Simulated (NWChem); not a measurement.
System meant: AlI2 cation; SMILES [I][Al+][I]

Here is an NWChem input.

```
start job
memory heap 200 mb stack 900 mb global 1100 mb
charge 1
geometry units angstroms noautoz
  Al     0.000000     0.000000     0.000000
  I      0.000000     0.000000     2.361331
  I      0.000000     0.000000    -2.361331
end
basis spherical
  * library def2-svp
end
dft
  xc b3lyp
  iterations 150
  mulliken
end
task dft energy
```

End of the output:

```
             Grid Information
             ----------------
          Grid used for XC integration:  medium
          Radial quadrature: Mura-Knowles
          Angular quadrature: Lebedev.
          Tag              B.-S. Rad. Rad. Pts. Rad. Cut. Ang. Pts.
          ---              ---------- --------- --------- ---------
          Al                  1.25       88           9.0       590
          I                   1.40      123          12.0       590
          Grid pruning is: on
          Number of quadrature shells:   211
          Spatial weights used:  Erf1

          Convergence Information
          -----------------------
          Convergence aids based upon iterative change in
          total energy or number of iterations.
          Levelshifting, if invoked, occurs when the
          HOMO/LUMO gap drops below (HL_TOL):  1.00D-02
          DIIS, if invoked, will attempt to extrapolate
          using up to (NFOCK): 10 stored Fock matrices.

                    Damping( 0%)  Levelshifting(0.5)       DIIS
                  --------------- ------------------- ---------------
          dE  on:    start            ASAP                start
          dE off:    2 iters        150 iters           150 iters

      Screening Tolerance Information
      -------------------------------
          Density screening/tol_rho:  1.00D-10
          AO Gaussian exp screening on grid/accAOfunc:  14
          CD Gaussian exp screening on grid/accCDfunc:  20
          XC Gaussian exp screening on grid/accXCfunc:  20
          Schwarz screening/accCoul:  1.00D-08

      Superposition of Atomic Density Guess
      -------------------------------------

      charge =      53.0 I (Iodine)

      symmetry species            s     p     d     f
      number of basis functions =10     7     6
      number of cont. functions = 4     4     2
      number of closed shells   = 5     3     2
      number of open shells     = 0     1     0
      open shell occupation     = 0     5     0
 ------------------------------------------------------------------------
 atomscf:atomd: error in atom scf                   0
 ------------------------------------------------------------------------
 ------------------------------------------------------------------------
  current input line :
    17: task dft energy
 ------------------------------------------------------------------------
 ------------------------------------------------------------------------
 This error has not yet been assigned to a category
 ------------------------------------------------------------------------
 For more information see the NWChem manual at https://nwchemgit.github.io

0:atomscf:atomd: error in atom scf:Received an Error in Communication
```

**Question.** What is wrong, and how is it mended?

**Answer.** The run crashed. Cause: the def2 basis of a heavy element holds valence functions alone and wants its effective core potential (without it all electrons must fit into that basis). This input runs:
```
start job
memory heap 200 mb stack 900 mb global 1100 mb
charge 1
geometry units angstroms noautoz
  Al     0.000000     0.000000     0.000000
  I      0.000000     0.000000     2.361331
  I      0.000000     0.000000    -2.361331
end
basis spherical
  * library def2-svp
end
ecp
  I library def2-ecp
end
dft
  xc b3lyp
  iterations 150
  mulliken
end
task dft energy
```
It converges to -837.77436 Ha (B3LYP/def2-SVP with def2 effective core potentials on I).
